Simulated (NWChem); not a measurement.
System: MnBrCl, sextet; SMILES [Mn]([Cl])[Br]

Input file for NWChem:

```
start job
memory heap 200 mb stack 900 mb global 1100 mb
geometry units angstroms noautosym nocenter noautoz
  Mn    -0.014018     0.521091     0.000000
  Cl    -0.085662     2.706508     0.000000
  Br     0.062639    -1.807786     0.000000
end
basis spherical
  * library 6-31g*
end
dft
  odft
  mult 6
  xc hfexch
  iterations 150
end
property
  efieldgrad
end
task dft property
```

Excerpt of the output:

```
             Northwest Computational Chemistry Package (NWChem) 7.3.0
             --------------------------------------------------------

                             Geometry "geometry" -> ""
                             -------------------------

 Output coordinates in angstroms (scale by  1.889725989 to convert to a.u.)

  No.       Tag          Charge          X              Y              Z
 ---- ---------------- ---------- -------------- -------------- --------------
    1 Mn                  25.0000    -0.01401800     0.52109100     0.00000000
    2 Cl                  17.0000    -0.08566200     2.70650800     0.00000000
    3 Br                  35.0000     0.06263900    -1.80778600     0.00000000

 Effective nuclear repulsion energy (a.u.)     371.2777249830

  xc_inp: hfexch multiplicative factor not found.
                              NWChem Property Module
                              ----------------------

  itol2e modified to match energy
  convergence criterion.

                                 NWChem DFT Module
                                 -----------------

 Summary of "ao basis" -> "ao basis" (spherical)
 ------------------------------------------------------------------------------
       Tag                 Description            Shells   Functions and Types
 ---------------- ------------------------------  ------  ---------------------
 Mn                          6-31g*                 12       34   5s4p2d1f
 Cl                          6-31g*                  8       18   4s3p1d
 Br                          6-31g*                 12       32   5s4p3d

  itol2e modified to match energy
  convergence criterion.

            General Information
            -------------------
          SCF calculation type: DFT
          Wavefunction type:  spin polarized.
          No. of atoms     :     3
          No. of electrons :    77
           Alpha electrons :    41
            Beta electrons :    36
          Charge           :     0
          Spin multiplicity:     6
          Use of symmetry is: off; symmetry adaption is: off
          Maximum number of iterations: 150
          AO basis - number of functions:    84
                     number of shells:    32
          Convergence on energy requested:  1.00D-07
          Convergence on density requested:  1.00D-05
          Convergence on gradient requested:  5.00D-04

              XC Information
              --------------
                     Hartree-Fock (Exact) Exchange  1.000

      Superposition of Atomic Density Guess
      -------------------------------------

 Sum of atomic energies:       -4181.03355239

      Non-variational initial energy
      ------------------------------

[...]

          -----------------------
          Electric field gradient
          -----------------------

 1 a.u. = 0.324123 10**(16) esu/cm**3  ( or statvolts/cm**2 ) = 0.97174 10**(22) v/m**2

 ------------------------------------------------------------
   Atom      X         Y         Z
 ------------------------------------------------------------
    1 Mn  -0.02649   0.98472   0.00000
 ------------------------------------------------------------

 Electric field gradient in molecular frame (a.u.)
         XX             YY             ZZ             XY             XZ             YZ
 ------------------------------------------------------------------------------------------
       -0.750356       1.503147      -0.752790      -0.074097      -0.000000       0.000000

 Principal components (a.u.) and orientation
 of principal axis w.r.t. absolute frame                      Asymmetry parameter eta
 --------------------------------------------------------------------------------------
        1.505581      -0.752790      -0.752790                       0.000000

       -0.032828       0.000021       0.999461
        0.999461       0.000001       0.032828
        0.000000       1.000000      -0.000021

 ------------------------------------------------------------
   Atom      X         Y         Z
 ------------------------------------------------------------
    2 Cl  -0.16188   5.11456   0.00000
 ------------------------------------------------------------

 Electric field gradient in molecular frame (a.u.)
         XX             YY             ZZ             XY             XZ             YZ
 ------------------------------------------------------------------------------------------
        0.333724      -0.668524       0.334800       0.032849       0.000000       0.000000

 Principal components (a.u.) and orientation
 of principal axis w.r.t. absolute frame                      Asymmetry parameter eta
 --------------------------------------------------------------------------------------
       -0.669600       0.334800       0.334800                       0.000000

       -0.032723       0.000015       0.999464
        0.999464       0.000000       0.032723
        0.000000       1.000000      -0.000015

 ------------------------------------------------------------
   Atom      X         Y         Z
 ------------------------------------------------------------
    3 Br   0.11837  -3.41622   0.00000
 ------------------------------------------------------------

 Electric field gradient in molecular frame (a.u.)
         XX             YY             ZZ             XY             XZ             YZ
 ------------------------------------------------------------------------------------------
        0.690498      -1.383251       0.692753       0.068422       0.000000       0.000000

 Principal components (a.u.) and orientation
 of principal axis w.r.t. absolute frame                      Asymmetry parameter eta
 --------------------------------------------------------------------------------------
       -1.385506       0.692753       0.692753                       0.000000

       -0.032941       0.999457      -0.000055
        0.999457       0.032941      -0.000002
        0.000000       0.000055       1.000000
```

Level: UHF/6-31G* (spherical d). Geometry: optimised at PBE0/def2-SVP, spin-unrestricted. The spin multiplicity was typed, not searched, and may not be the lowest. No stability test was run on the SCF state. NWChem prints the field gradient with the sign opposite to the second derivative of the potential.
